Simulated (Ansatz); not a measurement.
The cluster Nb₂Si₂, relaxed as a singlet with RKS r2SCAN-D4/def2-SVP in Ansatz, starting from the GFN1-xTB geometry. Force threshold 0.02 eV/Å.

In the def2 sets Nb takes a core potential; there is no spin–orbit coupling. The restricted singlet is unstable towards broken spin symmetry at other levels; at r2SCAN-D4/def2-SVP this wasn't settled. At r2SCAN-D4/def2-SVP a quintet of charge 0 lies 2.61 eV below the restricted singlet, each at its own geometry. The structure comes from a short search, and lower isomers may exist.

Start:

```csv
atom,x (Å),y (Å),z (Å)
Nb1,-0.3286,-0.5307,0.0567
Nb2,-1.6596,-2.6266,-0.0982
Si3,1.9290,0.9950,0.0917
Si4,0.0592,2.1623,-0.0501
```

```csv
step,energy (eV),largest force component (eV/Å),SCF passes
1,-18842.5195,3.005,155
2,-18843.5457,4.989,153
3,-18844.4443,0.671,66
4,-18844.4663,0.519,50
5,-18844.4698,0.123,46
6,-18844.4705,0.004,47
```

Force components are those of the run's own axes.

End:

```xyz
4

Nb   -0.345   -0.547   -0.003
Nb   -1.425   -2.266   -0.056
Si    1.811    0.821    0.100
Si   -0.041    1.991   -0.041
```

By distances, no bond broke or formed. The bond that changes most is Nb1–Nb2, from 2.49 to 2.03 Å (atoms count from 1).

No frequencies were taken in this run, so the end may be a saddle point.

Run time 27 s (4 threads of Arm Neoverse V2 on a shared host).
